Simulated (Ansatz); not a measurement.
Reaction (ligand exchange at the Si–C bond): `FC[SiH2][SiH3]` + `OBCl` → `[SiH3][SiH2]OBCl` + `CF`

Isolated molecules relaxed with PBE0-D4/def2-TZVP in Ansatz; ΔE leaves out vibrations. CCSD(T)/CBS adds triple-zeta CCSD(T) − MP2 to the extrapolated MP2 energy (def2 sets, frozen cores). This one scheme is used for every species. DFT in def2-TZVPP. Each species was taken in one conformer, which may not be the lowest.

`FC[SiH2][SiH3]`:

Cartesian coordinates in Å:
```
F -2.251 -0.137 -0.137
C -1.266 -0.921 -0.729
Si 0.376 0.034 -0.810
Si 0.963 0.829 1.311
H -1.613 -1.207 -1.728
H -1.157 -1.836 -0.137
H 1.408 -0.913 -1.319
H 0.251 1.160 -1.776
H 2.314 1.450 1.265
H -0.016 1.843 1.781
H 0.992 -0.301 2.279
```

`OBCl`:

Z-matrix (Å, degrees):
```
B
O 1 1.340
Cl 1 1.766 2 121.0
H 1 1.189 2 119.8 3 -180.0
H 2 0.963 1 113.9 3 -0.0
```

`[SiH3][SiH2]OBCl`:

Z-matrix (Å, degrees):
```
Si
Si 1 2.346
H 1 1.487 2 110.9
H 1 1.488 2 107.7 3 119.2
H 1 1.487 2 110.9 3 -121.6
O 2 1.669 1 112.2 3 60.9
H 2 1.485 1 111.0 3 -58.6
H 2 1.485 1 110.9 3 -179.7
B 6 1.336 2 132.4 1 -0.2
Cl 9 1.756 6 119.3 2 179.9
H 9 1.197 6 122.8 2 -0.1
```

`CF`:

Z-matrix (Å, degrees):
```
C
F 1 1.376
H 1 1.092 2 109.1
H 1 1.092 2 109.1 3 -120.0
H 1 1.092 2 109.1 3 120.0
```

(1) Is it downhill or uphill in electronic energy at CCSD(T)/CBS, and by how much? (Best estimate.)

(2) What do these levels give: PBE-D4, r2SCAN-D4, B2PLYP, PBE, r2SCAN, PBE0, MP2/def2-TZVPP, HF/def2-QZVPP, MP2/def2-QZVPP, SCS-MP2/def2-QZVPP, HF/CBS(def2), MP2/CBS(def2)? (An estimate is asked.)

Largest T1 diagnostic among the species: 0.013.

Results:

(1) Computed: Downhill: ΔE = -98.2 kJ/mol.

(2) Ansatz gave: PBE-D4 -81.5, r2SCAN-D4 -93.0, B2PLYP -99.2, PBE -79.9, r2SCAN -92.3, PBE0 -86.6, MP2/def2-TZVPP -101.4, HF/def2-QZVPP -117.2, MP2/def2-QZVPP -102.2, SCS-MP2/def2-QZVPP -104.8, HF/CBS(def2) -117.4, MP2/CBS(def2) -101.5 kJ/mol.

In def2-TZVPP, CCSD(T) changes the Hartree–Fock value by +17.1 kJ/mol (the triples alone add +2.2 kJ/mol) and MP2 by +13.8 kJ/mol. From PBE to PBE0 (25 % exact exchange), in def2-TZVPP and without D4, ΔE moves by −6.7 kJ/mol.
